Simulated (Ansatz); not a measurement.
Geometry optimisation, Ansatz 0.2.0, RKS B3LYP-D4/def2-SVP.

Input file:

```yaml
crystal:
  periodic: [false, false, false]
  atoms:
    - { symbol: C, position_ang: [-1.7959, 0.4702, 1.1245] }
    - { symbol: Si, position_ang: [-0.2286, 0.8315, 0.2409] }
    - { symbol: F, position_ang: [0.9168, 1.2541, 1.3634] }
    - { symbol: C, position_ang: [0.3785, -0.6971, -0.6709] }
    - { symbol: Sb, position_ang: [2.161, -0.3366, -1.7312] }
    - { symbol: H, position_ang: [-2.1604, 1.447, 1.6513] }
    - { symbol: H, position_ang: [-1.6904, -0.3139, 1.8402] }
    - { symbol: H, position_ang: [-2.5788, 0.2575, 0.3592] }
    - { symbol: H, position_ang: [-0.3911, 1.952, -0.6759] }
    - { symbol: H, position_ang: [-0.4774, -0.9914, -1.375] }
    - { symbol: H, position_ang: [0.4401, -1.5331, 0.0802] }
    - { symbol: H, position_ang: [2.4267, -2.0425, -1.9694] }
    - { symbol: H, position_ang: [3.0198, -0.3325, -0.2224] }
basis:
  gaussian: { orbitals: def2-SVP }
hamiltonian:
  xc: b3lyp
  dispersion: d4
relax:
  f_tol: 0.015
  max_steps: 40
output:
  orbitals: {}
```

Run as:

```bash
$ ansatz run input.yaml --threads 2 --pin off --max-ram 3072MiB --backend cpu --events-out ev --progress --plain --runs-dir out
```

Where does it end, and by what steps?

The run converged. The force dipped under the threshold on the way, but the program's further checks kept it going. After 18 steps the energy has fallen by 0.330 eV; H13 moved furthest, 0.71 Å.

```json
{"step": "0", "energy less start (eV)": "0.0000", "largest force component (eV/Å)": "2.697", "accepted": "yes"}
{"step": "1", "energy less start (eV)": "-0.2604", "largest force component (eV/Å)": "0.878", "accepted": "yes"}
{"step": "2", "energy less start (eV)": "-0.3047", "largest force component (eV/Å)": "0.328", "accepted": "yes"}
{"step": "3", "energy less start (eV)": "-0.3129", "largest force component (eV/Å)": "0.107", "accepted": "yes"}
{"step": "4", "energy less start (eV)": "-0.3142", "largest force component (eV/Å)": "0.070", "accepted": "yes"}
{"step": "5", "energy less start (eV)": "-0.3164", "largest force component (eV/Å)": "0.127", "accepted": "yes"}
{"step": "6", "energy less start (eV)": "-0.3180", "largest force component (eV/Å)": "0.091", "accepted": "yes"}
{"step": "7", "energy less start (eV)": "-0.3207", "largest force component (eV/Å)": "0.041", "accepted": "yes"}
{"step": "8", "energy less start (eV)": "-0.3229", "largest force component (eV/Å)": "0.181", "accepted": "yes"}
{"step": "9", "energy less start (eV)": "-0.3201", "largest force component (eV/Å)": "0.161", "accepted": "no"}
{"step": "10", "energy less start (eV)": "-0.3264", "largest force component (eV/Å)": "0.044", "accepted": "yes"}
{"step": "11", "energy less start (eV)": "-0.3279", "largest force component (eV/Å)": "0.030", "accepted": "yes"}
{"step": "12", "energy less start (eV)": "-0.3287", "largest force component (eV/Å)": "0.073", "accepted": "yes"}
{"step": "13", "energy less start (eV)": "-0.3290", "largest force component (eV/Å)": "0.084", "accepted": "yes"}
{"step": "14", "energy less start (eV)": "-0.3294", "largest force component (eV/Å)": "0.054", "accepted": "yes"}
{"step": "15", "energy less start (eV)": "-0.3296", "largest force component (eV/Å)": "0.005", "accepted": "yes"}
{"step": "16", "energy less start (eV)": "-0.3298", "largest force component (eV/Å)": "0.013", "accepted": "yes"}
{"step": "17", "energy less start (eV)": "-0.3298", "largest force component (eV/Å)": "0.016", "accepted": "yes"}
{"step": "18", "energy less start (eV)": "-0.3299", "largest force component (eV/Å)": "0.011", "accepted": "yes"}
```

```xyz
13
Properties=species:S:1:pos:R:3
C -1.742 0.482 1.282
Si -0.380 0.899 0.073
F 0.869 1.540 0.929
C 0.288 -0.590 -0.835
Sb 2.439 -0.369 -1.346
H -2.080 1.377 1.829
H -1.393 -0.260 2.018
H -2.612 0.057 0.754
H -0.807 1.953 -0.892
H -0.245 -0.729 -1.791
H 0.179 -1.514 -0.247
H 2.538 -1.981 -1.964
H 2.965 -0.900 0.205
```

Whether the end is a true minimum wasn't checked by a vibrational analysis.

Time of the run: 77 s on 2 threads of Intel(R) Xeon(R) Platinum 8375C CPU @ 2.90GHz (Ice Lake) (shared host), peak memory 0.36 GiB.
